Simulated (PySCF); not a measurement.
# Electron correlation in As²⁺ (arsenic, charge +2)

[Ar] 3d10 4s2 4p1, 2P determinant. Calculation: PySCF 2.14, in cc-pVDZ-PP with ECP10MDF (4s3p2d, 23 functions); scalar relativity through the core potential. Frozen: 3s2 3p6 3d10; 3 electrons correlated.

MP2 pair energies summed by pair of shells (mhartree):

```tsv
pair	energy	share (%)
4s-4s	-19.16	58.6
4s-4p	-13.54	41.4
```

Total MP2 correlation energy: -32.70 mhartree.

Same-spin part -2.10 and opposite-spin part -30.60 mhartree; SCS-MP2 scales them by 1/3 and 6/5 to -37.42 mhartree.

```csv
level,correlation energy (mhartree)
CCSD,-48.11
(T),-0.39
CCSD(T),-48.50
```

Diagnostics: T1 = 0.0077, D1 = 0.0187, largest double amplitude 0.097.

Cost of the coupled-cluster step: 0.12 s of wall time on 1 thread of Neoverse-N1 (shared host), for 3 correlated electrons.
